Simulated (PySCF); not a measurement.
Species: TMS, C4H12Si.
InChI=1S/C4H12Si/c1-5(2,3)4/h1-4H3

The calculation used HCTH407/6-311G** in PySCF (dipole) on a GFN2-xTB geometry, gas phase.

Masses are those of the commonest isotopes; rigid-rotor values at the optimised geometry. 

Task: What are A, B and C (MHz)?

Result: Ia = 167.53, Ib = 167.76, Ic = 167.83 u·Å²; 505379 MHz·u·Å²/I gives A = 3017, B = 3012, C = 3011 MHz.

Task: What kind of rotor is it?

Result: A spherical top, as the point group Td requires three equal moments; the computed ones differ by 0.18 % because the geometry is symmetric only within the optimiser's tolerance.

The point group Td allows no dipole (computed: 0.00 D), so a rigid rotor has no electric-dipole lines.

Whether it is a minimum is left open (no frequencies). No vibrational averaging or centrifugal distortion is included, and the geometry carries the error of its method.


Compound: CH4.
SMILES: `C`

Theory: PySCF, PBE0-D3(BJ)/def2-SVP geometry optimisation, gas phase.

Take the most abundant isotopes and a rigid rotor. 

(1) What are A, B and C (GHz)?

(2) Classify the top.

Results:

(1) Ia = 3.24, Ib = 3.24, Ic = 3.24 u·Å²; 505379 MHz·u·Å²/I gives 155959, 155956 and 155950 MHz, that is A = 155.96, B = 155.96, C = 155.95 GHz.

(2) A spherical top, as the point group Td requires three equal moments; the computed ones differ by 0.01 % because the geometry is symmetric only within the optimiser's tolerance.

The point group Td allows no dipole (computed: 0.00 D), so a rigid rotor has no electric-dipole lines.

No frequency check. Zero-point vibration and centrifugal distortion are left out.

Cost: under 1 s of CPU time on one thread; the machine was shared, so the figure is rough. That covers the optimisation of the geometry.


Compound: C4H9Cl.
SMILES: `CC(C)(C)Cl`

Theory: PBE0/pcSseg-1 in PySCF (dipole) on a GFN2-xTB geometry, gas phase.

Masses are those of the commonest isotopes; rigid-rotor values at the optimised geometry. 

Q: Give the principal moments of inertia and the rotational constants in cm⁻¹.

A: Ia = 110.87, Ib = 165.85, Ic = 165.88 u·Å²; 505379 MHz·u·Å²/I gives 4558, 3047 and 3047 MHz, that is A = 0.15205, B = 0.10164, C = 0.10162 cm⁻¹.

Q: What kind of rotor is it?

A: A prolate symmetric top, as the point group C3v requires two equal moments: κ = (2 × 3047 − 4558 − 3047)/(4558 − 3047) = -1.00.

Q: Where do the R-branch lines fall?

A: The dipole of 2.27 D lies along the symmetry axis, so ΔK = 0 and J+1 ← J falls at 2B(J+1) for every K: 6.09 GHz, 12.19 GHz, 18.28 GHz, 24.37 GHz, 30.47 GHz for J = 0 to 4.

No frequency check. No vibrational averaging or centrifugal distortion is included, and the geometry carries the error of its method.
